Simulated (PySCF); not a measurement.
C₄H₁₂Si₂.
Z-matrix (Å and degrees, PBE0-D3(BJ)/def2-SVP geometry), rows numbered from 1:
```
C 
C   1  1.5241
C   2  1.5405  1  111.67
Si  3  1.9062  2  109.82  1  -177.17
Si  4  2.3445  3   92.87  2    26.50
C   2  1.5405  1  111.69  3  -124.59
H   1  1.1027  2  110.53  3    62.14
H   1  1.1012  2  111.40  3   -57.57
H   1  1.1012  2  111.41  3  -178.15
H   2  1.1079  1  107.56  3   117.70
H   3  1.1019  2  111.01  1    58.40
H   3  1.1055  2  109.25  1   -58.73
H   4  1.4955  3  112.84  2   147.23
H   4  1.4971  3  111.70  2   -90.41
H   5  1.4971  4  113.61  3  -114.91
H   5  1.4954  4  116.89  3   117.71
H   6  1.1055  2  109.26  1    58.94
H   6  1.1019  2  111.00  1   -58.20
```

Computed with PBE0-D3(BJ)/def2-SVP geometry optimisation, gas phase (PySCF).

Take the most abundant isotopes and a rigid rotor. The values belong to one conformer with, in the numbering `[CH3:1][CH:2]1[CH2:3][SiH2:4][SiH2:5][CH2:6]1`, C1–C2–C3–Si4 -177°, C2–C3–Si4–Si5 27°, C3–Si4–Si5–C6 0°, Si4–Si5–C6–C2 -27°.

Problem. Give the principal moments of inertia and the rotational constants in GHz.

Solution. Ia = 159.16, Ib = 277.85, Ic = 405.41 u·Å²; 505379 MHz·u·Å²/I gives 3175, 1819 and 1247 MHz, that is A = 3.1754, B = 1.8189, C = 1.2466 GHz.

Problem. Classify the top.

Solution. An asymmetric top: κ = (2 × 1819 − 3175 − 1247)/(3175 − 1247) = -0.41.

Problem. Is it planar, by Δ = Ic − Ia − Ib?

Solution. Not planar: Δ = Ic − Ia − Ib = -31.60 u·Å². For a rigid frame Δ = −2 Σ m c², so Σ m c² = 15.80 u·Å² lies off the ab plane: 13.08 from hydrogen and 2.72 from heavier atoms. The atom farthest from that plane is 1.41 Å away.

Problem. Give the other two planar moments, Paa and Pbb, and the rms extents of the mass along the axes.

Solution. Paa = Σ m a² = (Ib + Ic − Ia)/2 = 262.05 and Pbb = Σ m b² = (Ia + Ic − Ib)/2 = 143.35 u·Å². With the mass M = 116.05 u, the rms extents √(P/M) along a, b and c are 1.50, 1.11, 0.37 Å.

Problem. Which types of transition are allowed, and where do some lines up to J = 4 fall?

Solution. The dipole components are |μa| = 1.11 D, |μb| = 0.00 D, |μc| = 0.17 D; the mirror of this Cs structure is the ac plane, so μb vanishes by symmetry and there are no b-type lines. Intensities carry the squares of the components, which stand as 1.00 : 0.02 (a : c). Some lines, for components of 0.1 D or more:

```csv
type,branch,"J(Ka,Kc)",MHz,lower level (cm⁻¹)
c,Q,"3(1,3) ← 3(0,3)",521,0.591
a,Q,"1(1,0) ← 1(1,1)",572,0.148
a,Q,"2(1,1) ← 2(1,2)",1717,0.333
a,Q,"4(2,2) ← 4(2,3)",1779,1.238
c,Q,"4(2,3) ← 4(1,3)",2430,1.157
a,Q,"3(1,2) ← 3(1,3)",3409,0.608
c,R,"1(1,0) ← 0(0,0)",4994,0.000
a,R,"3(1,3) ← 2(1,2)",8256,0.333
a,R,"3(0,3) ← 2(0,2)",8665,0.302
a,R,"3(1,2) ← 2(1,1)",9948,0.390
c,Q,"4(4,1) ← 4(3,1)",11135,1.532
a,R,"4(0,4) ← 3(0,3)",11158,0.591
c,R,"3(1,2) ← 2(0,2)",12596,0.302
c,R,"4(2,3) ← 3(1,3)",18873,0.608
c,R,"4(3,1) ← 3(2,1)",20277,0.855
```

Problem. Estimate the classical rotational partition function at 10 K, 50 K and 200 K.

Solution. Point group Cs, symmetry number σ = 1; q = (√π/σ)·√((kT/h)³/(ABC)), k/h = 20836.6 MHz/K: 1990 at 10 K, 22200 at 50 K, 178000 at 200 K.

No PBE0-D3(BJ)/def2-SVP frequencies stand behind this structure, so it isn't proved a minimum. These are rigid-rotor constants of the computed structure; measured ground-state constants (B0) also hold zero-point vibration. A rigid rotor knows nothing of internal rotation, which can split or shift real lines.
